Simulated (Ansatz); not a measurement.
Sn₃Pt₂⁺, relaxed as a doublet with UKS B3LYP-D4/def2-SVP in Ansatz, starting from the GFN1-xTB geometry. Force threshold 0.02 eV/Å.

In the def2 sets Pt, Sn take a core potential; there is no spin–orbit coupling. The relaxation made no stability test and no search for a lower SCF solution. No other spin state of charge 1 was run. The structure comes from a short search, and lower isomers may exist.

Start:

Cartesian coordinates in Å:
```
Pt -0.746 -0.349 1.375
Pt 0.190 1.526 0.060
Sn 0.229 -1.463 -0.868
Sn 2.086 -0.134 0.688
Sn -1.758 0.420 -1.254
```

```
step  energy (eV)  largest force component (eV/Å)  SCF passes
   1  -23995.5387                           2.580          27
   2  -23995.7069                           0.936          42
   3  -23995.7674                           0.866          44
   4  -23995.8888                           0.226          37
   5  -23995.8929                           0.034          30
   6  -23995.8931                           0.008          31
```

Force components are those of the run's own axes.

End:

```csv
atom,x (Å),y (Å),z (Å)
Pt1,-0.7414,-0.4263,1.3448
Pt2,0.2634,1.6314,-0.0557
Sn3,0.2430,-1.5502,-0.9227
Sn4,2.0827,-0.1107,0.8102
Sn5,-1.8477,0.4558,-1.1767
```

By distances, no bond broke or formed. The bond that changes most is Pt1–Pt2, from 2.47 to 2.68 Å (atoms count from 1). The end is the same structure that another start reached, the lowest one found.

No frequencies were taken in this run, so the end may be a saddle point.

Run time 50 s (4 threads of Arm Neoverse V1 on a shared host), peak host memory 0.69 GiB.
